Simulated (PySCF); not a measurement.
**Polarisability and C₆ of Re (rhenium, neutral)**

[Xe] 4f14 5d5 6s2, high-spin 6S determinant. All numbers are calculated (PySCF 2.14, scalar relativity by spin-free X2C-1e, in x2c-TZVPPall with one added diffuse shell each of s, p, d, f type (12s8p8d4f1g, 113 functions)). Coupled (time-dependent) response in atomic units; α is the mean over directions.

| method | mean α (bohr³) | C₆ (like pair) | S(−4) |
| --- | --- | --- | --- |
| PBE | 63.12 | 733.5 | 1657 |

S(−4) is the Cauchy moment in α(ω) = α(0) + S(−4) ω² + …

Reference α: 62 ± 3 bohr³ (recommended; Schwerdtfeger and Nagle, table of static dipole polarizabilities (2023 update)). Published C₆: 663.0 (Gould and Bucko (2016)).

α(iu) at PBE:

```csv
u (hartree),α(iu) (bohr³)
0,63.12
0.0500,59.36
0.100,51.16
0.200,35.33
0.300,25.06
0.500,14.73
0.750,9.211
1.00,6.482
1.50,3.837
2.00,2.576
3.00,1.404
5.00,0.6054
```

Spin-orbit coupling, which splits the p, d and f shells strongly at this Z, is absent.
